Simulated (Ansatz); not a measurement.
Reaction (substitution at a C–O bond): trimethyl borate + `[OH][Al]([Cl])[Cl]` → `C[O][Al]([Cl])[Cl]` + `COB(O)OC`

Gas-phase electronic energies from Ansatz, PBE0-D4/def2-TZVP geometries. CCSD(T)/CBS is the MP2 limit (def2-TZVPP, def2-QZVPP) plus CCSD(T) − MP2 in def2-TZVPP, frozen cores. Functionals use def2-TZVPP. Each species was taken in one conformer, which may not be the lowest.

`COB(OC)OC`:

Cartesian coordinates in Å:
```
C 2.273 -0.569 -0.541
O 1.318 -0.027 0.346
B 0.000 0.000 0.000
O -0.399 -0.497 -1.204
C -1.763 -0.471 -1.567
O -0.919 0.524 0.859
C -0.510 1.040 2.107
H 2.066 -1.622 -0.750
H 2.287 -0.026 -1.489
H 3.250 -0.484 -0.065
H -2.372 -1.043 -0.862
H -1.849 -0.916 -2.558
H -2.145 0.553 -1.598
H -1.400 1.404 2.621
H 0.196 1.866 1.983
H -0.033 0.269 2.718
```

`[OH][Al]([Cl])[Cl]`:

Cartesian coordinates in Å:
```
O 0.025 -1.320 0.117
Al -0.007 0.356 0.160
Cl -0.026 1.297 2.004
Cl -0.026 1.489 -1.584
H 0.034 -1.822 -0.697
```

`C[O][Al]([Cl])[Cl]`:

```xyz
8

C    -0.022   -1.337    0.083
O     0.583   -0.084    0.251
Al    0.160    1.500   -0.036
Cl   -1.695    1.976   -0.850
Cl    1.507    3.003    0.428
H    -1.027   -1.260   -0.347
H    -0.097   -1.842    1.050
H     0.590   -1.956   -0.579
```

`COB(O)OC`:

Cartesian coordinates in Å:
```
C 0.299 -1.625 -1.338
O -0.196 -0.722 -0.370
B 0.499 0.408 -0.071
O 1.674 0.684 -0.717
O 0.043 1.277 0.874
C -1.170 1.055 1.561
H 1.276 -2.019 -1.047
H -0.411 -2.448 -1.414
H 0.397 -1.143 -2.314
H 2.056 1.508 -0.409
H -1.037 1.363 2.599
H -1.464 0.004 1.530
H -1.967 1.658 1.116
```

```tsv
species	B2PLYP energy (Eh)
`COB(OC)OC`	-370.25431
`[OH][Al]([Cl])[Cl]`	-1238.51461
`C[O][Al]([Cl])[Cl]`	-1277.78289
`COB(O)OC`	-330.98467
```

**Question.** Work out ΔE.

**Answer.** ΔE = (-1277.78289) + (-330.98467) − (-370.25431) − (-1238.51461) = 0.00136 Eh = +3.6 kJ/mol. CCSD(T)/CBS gives +5.8 kJ/mol.

Largest T1 diagnostic among the species: 0.012.

At CCSD(T), def2-SVP lies −5.2 kJ/mol from the extrapolated value and def2-TZVPP −0.3 kJ/mol. Leaving LDA and LC-ωPBE aside and taking each functional with its dispersion term where it has one, the values, not all of them listed here, spread over 2.7 kJ/mol, from BHLYP-D4 to revPBE-D4. In def2-TZVPP, CCSD(T) changes the Hartree–Fock value by +4.2 kJ/mol (the triples alone add +0.7 kJ/mol) and MP2 by +4.2 kJ/mol.
